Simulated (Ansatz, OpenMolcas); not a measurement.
**BSiH3OF2 (SMILES FB(F)O[SiH3]): the HOMO–LUMO gap, rung by rung**

The species is BSiH3OF2 (8 atoms), meant as a singlet with charge 0. SMILES: `FB(F)O[SiH3]`. Geometry: relaxed at PBE0-D4/def2-TZVP.

Quantity: the HOMO–LUMO gap, in eV. The values are calculated.

```tsv
level	kind	program	value (eV)	CPU time
SVWN5/cc-pVDZ	LDA	Ansatz	7.22	4.5 s
BLYP/cc-pVDZ	GGA	OpenMolcas	7.45	35 s
M06-L/cc-pVDZ	meta-GGA	OpenMolcas	8.51	46 s
BHLYP/cc-pVDZ	global hybrid	OpenMolcas	12.13	34 s
M06-2X/cc-pVDZ	hybrid meta-GGA	OpenMolcas	12.04	42 s
PBE0/cc-pVDZ	global hybrid	OpenMolcas	9.80	31 s
HSE06/cc-pVDZ	range-separated hybrid	Ansatz	9.02	8.9 s
wB97X/cc-pVDZ	range-separated hybrid	Ansatz	14.40	29 s
```

The values span 7.22 to 14.40 eV. Orbital gaps aren't excitation energies; they tend to grow with the share of exact exchange. CPU times are rough (shared hosts, several kinds of processor and program).
